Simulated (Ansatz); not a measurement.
Ansatz (a quantum-chemistry and plane-wave program) input (HF/def2-QZVPPD):
A basis named .json is the Basis Set Exchange file of that set.

Ansatz 0.2 input:
```yaml
crystal:
  periodic: [false, false, false]
  atoms:
    - {symbol: Mo, position_ang: [-0.00000000, -0.00000000, -0.00000000]}
    - {symbol: F, position_ang: [1.80376410, -0.34689988, -0.30836166]}
    - {symbol: F, position_ang: [-0.78401868, -0.50872651, 1.61105661]}
    - {symbol: F, position_ang: [-1.01974542, 0.85562639, -1.30269495]}
basis:
  gaussian:
    orbitals: def2-QZVPPD.json
hamiltonian:
  xc: hf
magnetization: {spin_polarized: true, initial_magnetization: 3}
```

End of the output:

```
integrals: 0.18 GiB planned
1350 factors; their error is unknown
mean field: 1.53 GiB planned
mean field evaluation 1: about -9957.8109 eV, gradient 3.8e1 eV
mean field evaluation 2: about -9959.7079 eV, gradient 3.6e1 eV
mean field evaluation 4: about -9963.6334 eV, gradient 1.6e0 eV
mean field evaluation 8: about -9963.6954 eV, gradient 9.1e-2 eV
mean field evaluation 16: about -9963.8219 eV, gradient 2.6e-5 eV
mean field evaluation 32: about -9963.8045 eV, gradient 5.7e-1 eV
mean field evaluation 64: about -9954.1988 eV, gradient 2.0e1 eV
mean field -9963.82194539 eV, -366.1637027720 hartree, gradient 6.2e-5 eV, S^2 3.761650; 0 other end points of the search recorded, 0 dependent functions left out
reference -9963.82194539 eV, -366.1637027720 hartree; 22, 19 occupied and 257, 260 virtual orbitals, 1350 factors
Total energy: -9963.82194539 eV, -366.1637027720 hartree
```

The spin state was set by rule; other spins were not relaxed.
